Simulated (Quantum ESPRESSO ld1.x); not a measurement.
One sound ld1.x (Quantum ESPRESSO 7.5) input for neutral nitrogen gives E = -54.5184 hartree in 25 iterations:

```
 &input
    zed=7.0,
    iswitch=1,
    rel=1,
    dft='BLYP',
    config='[He] 2s2 2p3',
    verbosity='high',
    prefix='ld1',
    max_out_wfc=37,
    file_charge='ld1.rho',
 /
```

Changed or added lines, one case at a time, and what came of them:

- xmin=-20.0: not converged. The mesh starts very near the nucleus; the cycle ends with warnings and the numbers are not to be used.
- rel=-1: refused. The program stops in ld1_readin with "wrong rel": rel takes 0, 1 or 2.
- config='[He] 2s2 2p3 2p3': refused. The program stops in el_config with "wavefunction 2P found too many times": a shell may stand twice only as spin up and down (lsd = 1) or as its two j (rel = 2, l > 0), within their capacities.
- dft='B3LPY': silently wrong. The misspelt name is read as B3LYP (index line 7 12 9 7), and as for B3LYP no exact exchange is computed, so the numbers are not those of the hybrid.
- config='[He] 2s2 2p3 3d-1': harmless. A negative occupation marks a state as unused; the result equals that of the sound run.
- config='[He] 2s2 2p3 3p4': spurious. The string holds 11 electrons for Z = 7, so the species has charge -4 and is not the one meant. The equations of the added shell fail (the log warns of at least one error in the KS equations), so the printed solution is spurious even though the residual is small.
- config='[Pd] 2s2 2p3': refused. The program stops in el_config with "wrong core: Pd": the cores known are He, Ne, Ar, Kr, Xe, Hg and Rn.
